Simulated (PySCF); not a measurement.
B2HO2, SMILES [OH+]=BB=O, charge +1. Heavy atoms are numbered as in [O:1]=[B:2][B:3]=[OH+:4]. Hydrogens are named by the atom that carries them.

Coordinates come from a PBE-D3(BJ)/def2-TZVP optimisation. The isomer is the one that the SMILES or the coordinates give; other isomers of the formula were not compared. Other conformers were not sampled.

These are PBE/def2-TZVPD (PySCF) values and carry that method's errors.

Mulliken values depend strongly on the basis, most of all with diffuse functions as here. Atomic charges (e), one atom of each kind:

| atom | meta-Löwdin | Mulliken |
|---|---|---|
| O1 | [?] | -0.12 |
| B2 | 0.31 | 0.18 |
| B3 | 0.57 | 0.50 |
| O4 (OH) | [?] | -0.05 |
| H on O4 | [?] | 0.48 |

What belongs in the gaps? (The exact figures need the calculation; the answer reports its results.)


- O1, meta-Löwdin: -0.15
- O4 (OH), meta-Löwdin: -0.21
- H on O4, meta-Löwdin: 0.47
